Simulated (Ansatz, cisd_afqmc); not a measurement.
Species: GeO, charge 0, singlet. GeO (oxogermanium, SMILES [O]=[Ge]).
B3LYP-D3(BJ)/def2-TZVP minimum from Ansatz (a quantum-chemistry and plane-wave program):
```
Ge
O 1 1.6325
```

Atomisation energy term by term, kcal/mol (programs: Ansatz, cisd_afqmc). UHF or UKS for unpaired electrons; spin-orbit terms are left out. Cores are frozen in correlated methods (noble-gas shells, and filled d and f shells in the p block). No relativity. AFQMC is phaseless with a CISD trial state; ± is one standard error, without the phaseless bias. Outlying blocks are dropped, and bars are widened where a walk drifts. Over all cases where full CI ran beside it in this data, AFQMC minus full CI had a median of +0.1 mEh and passed +0.4 mEh in a tenth of the cases. CBS(X,Y): correlation extrapolated as X^-3, Hartree-Fock from the larger set (Q,5: extrapolated as (X+1)exp(-9√X)). A bracket is a step between two methods taken in the basis named. The T1 diagnostic of GeO ([O]=[Ge], singlet) reaches 0.038 in the sets run.

```
term                               basis  kcal/mol
------------------  --------------------  --------
Hartree-Fock        CBS(cc-pVQZ,cc-pV5Z)     73.03
CCSD correlation    CBS(cc-pVQZ,cc-pV5Z)     77.37
(T)                 CBS(cc-pVQZ,cc-pV5Z)     10.32
CCSDT(Q) - CCSD(T)               cc-pV5Z      0.65
CCSDTQ - CCSDT(Q)                cc-pVDZ     -0.38
sum: De                                      161.0
```

The step beyond CCSD(T) by other levels: CCSDTQ in cc-pVDZ 1.09; AFQMC/CISD in cc-pVDZ 1.29 ± 0.27; CCSDT(Q) in cc-pVDZ 1.46; AFQMC/CISD in cc-pVTZ 0.23 ± 0.26; CCSDT(Q) in cc-pVTZ 0.87; CCSDT(Q) in cc-pVQZ 0.71 kcal/mol.
